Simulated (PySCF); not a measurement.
**[C5H6N2S]-: g tensor and hyperfine couplings**

Species: C5H6N2S (charge -1 and doublet state).
Numbering: `[CH3:1][C:2]([S-:3])[C:4]1=[N:5][CH2:6][CH:7]=[N:8]1` (hydrogens: H9, H10, H11 on C1; H12, H13 on C6; H14 on C7)

Structure used (GFN2-xTB), in Å, numbered top down from 1:
```xyz
14
C5H6N2S angstrom
C     -2.3421    0.1724   -0.2370
C     -1.2933   -0.0843    0.8061
S     -1.7685   -0.3509    2.3964
C      0.0408   -0.0767    0.3819
N      0.4011    0.1330   -0.8828
C      1.8339    0.0623   -0.8976
C      2.1661   -0.2192    0.5470
N      1.1111   -0.2940    1.2621
H     -2.2665    1.2000   -0.5996
H     -2.1831   -0.4830   -1.0943
H     -3.3362    0.0103    0.1766
H      2.2813    1.0066   -1.2535
H      2.1937   -0.7336   -1.5723
H      3.1610   -0.3433    0.9449
```

The hyperfine couplings belong to this conformer and change with its torsions.

Method used: UKS B3LYP, pcH-1 on C H N S, non-relativistic, mean-field spin-orbit, GIAO (PySCF 2.14.0). GFN2-xTB frequencies show an imaginary mode (30i cm⁻¹), so this geometry is no minimum at that level. Whether the extra electron is bound in the gas phase wasn't checked; a finite basis holds it in any case. The geometry wasn't refined by DFT: couplings that depend on bond lengths, twists or pyramidal angles can differ widely from those at the functional's own minimum, by a factor of two or more for some ions and for spin on atoms past the first row. Stability of the SCF solution: not tested.

- g1, g2, g3: 2.00197, 2.00916, 2.02123
- g_iso: 2.01079
- Form of g: rhombic: the two nearest values differ by 37 % of g3 − g1
- ⟨S²⟩: 0.7585 (exact 0.7500)
- α and β electrons: 34, 33
- HOMO–LUMO gap, α and β orbitals: 2.70, 3.06 eV
- Total energy: -701.85808 Eh
- Basis functions: 270

Isotropic coupling and dipolar principal values T1 to T3, in MHz:

| atom | isotope | a_iso | of which spin–orbit | T1 | T2 | T3 | Mulliken spin population |
| --- | --- | --- | --- | --- | --- | --- | --- |
| C1 | 13C | -10.5 | 0.0 | -0.7 | -0.2 | 1.0 | -0.02 |
| C2 | 13C | 17.0 | 0.4 | -22.9 | -21.1 | 44.0 | 0.20 |
| S3 | 33S | 6.7 | 0.7 | -32.2 | -30.4 | 62.7 | 0.35 |
| C4 | 13C | -17.0 | -0.1 | -5.4 | -1.6 | 7.0 | 0.02 |
| N5 | 14N | 14.4 | -0.1 | -17.4 | -16.8 | 34.2 | 0.35 |
| C6 | 13C | -21.0 | 0.0 | -1.3 | -0.9 | 2.2 | -0.04 |
| C7 | 13C | 4.2 | 0.0 | -5.2 | -3.6 | 8.9 | 0.05 |
| N8 | 14N | -1.5 | 0.0 | -1.0 | 0.4 | 0.6 | -0.02 |
| H9 | 1H | 19.4 | 0.0 | -2.9 | -0.9 | 3.8 | 0.01 |
| H10 | 1H | 14.3 | 0.0 | -3.0 | -0.9 | 3.9 | 0.01 |
| H11 | 1H | 0.7 | 0.0 | -2.0 | -1.2 | 3.3 | 0.00 |
| H12 | 1H | 86.0 | 0.0 | -2.3 | -1.9 | 4.2 | 0.04 |
| H13 | 1H | 84.9 | 0.0 | -2.3 | -1.9 | 4.2 | 0.04 |
| H14 | 1H | -4.0 | 0.0 | -2.7 | -1.0 | 3.8 | 0.00 |

Largest spin populations (Mulliken): S3 (+0.35), N5 (+0.35) and C2 (+0.20). Three atoms exceed +0.15.

C2, the radical centre as drawn in `C[C]([S-])C1=NCC=N1`, holds a spin population of +0.20 out of 1.

Axes: g3 points within 7° of the C2–S3 bond.

Under fast tumbling the dipolar parts average out, and these isotropic splittings remain: 2 × 1H (H12/H13, I = 1/2, 3 lines) with 3.04 mT, 1 × 14N (N5, I = 1, 3 lines) with 0.51 mT, 3 × 1H (H9/H10/H11, I = 1/2, 4 lines) with 0.41 mT, 1 × 1H (H14, I = 1/2, 2 lines) with 0.14 mT and 1 × 14N (N8, I = 1, 3 lines) with 0.05 mT.

Class means assume fast exchange of nuclei equivalent by connectivity; if that motion is slow, each nucleus keeps its own coupling. The three 1H nuclei of mean +11.5 MHz run from 0.7 to 19.4 MHz in the frozen geometry.

The 33S coupling of S3 (6.7 MHz) shows only in satellite lines or after enrichment, since that isotope makes up about 0.76 % of natural sulfur.

The 13C coupling of C6 (-21.0 MHz) shows only in satellite lines or after enrichment, since that isotope makes up about 1.07 % of natural carbon.

The run took 67 s wall (grids of density and orbitals included) on INTEL XEON PLATINUM 8581C at 2.10 GHz, one thread (shared host), and the process peaked at 1.0 GiB of memory.
